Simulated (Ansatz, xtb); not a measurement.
# A geometry optimisation of F3GeH2NSi with r2SCAN-D4/def2-SVP

The starting geometry of this gas-phase singlet was built from a drawn formula by distance geometry and a force field; its bonds are those of `[NH2][Ge]([F])([F])[Si]F`.

```xyz
8

F    -1.2584    0.4540    2.4723
F    -0.3250   -1.4663    0.6323
F    -2.1124    0.3833   -2.1418
Ge   -0.7647    0.1583    0.8344
N     0.6676    1.2949    0.4097
Si   -2.6030    0.6565   -0.5958
H     0.3318    2.2600    0.4955
H     0.8535    1.1032   -0.6001
```

Q: Where would you expect an optimisation with r2SCAN-D4/def2-SVP to take it?

A: It rearranges, giving a structure given below by its coordinates. Distances that change by over a tenth: Ge4–Si6 (2.38 → 2.63 Å). Contacts that open: F2–Ge4 (1.70 → 3.45 Å). Contacts that close: F2–Si6 (3.35 → 1.63 Å).

The energy falls by 1.64 eV over 76 steps:

```
step  E − E(last) (eV)
   1             1.639
   9             1.160
  18             0.610
  26             0.159
  34             0.144
  43             0.114
  51             0.112
  59             0.060
  68             0.003
  76             0.000
```

Final geometry (Å):

```xyz
8

F    -0.9425    1.0056    2.4581
F    -2.7674   -1.7719   -0.2900
F    -1.4407   -0.4863   -2.0167
Ge   -0.3131    0.2945    0.9795
N     0.6337    1.7310    0.4302
Si   -2.3051   -0.2489   -0.6471
H     0.6983    2.5804    0.9870
H     1.2262    1.7394   -0.3944
```

From the same start GFN2-xTB reaches the same bonding as this run.

No frequencies were run, so the end isn't proven a minimum. Run with Ansatz 0.2.0, 2.6 min on 2 threads of Intel(R) Xeon(R) 6975P-C (Granite Rapids), on a shared host.
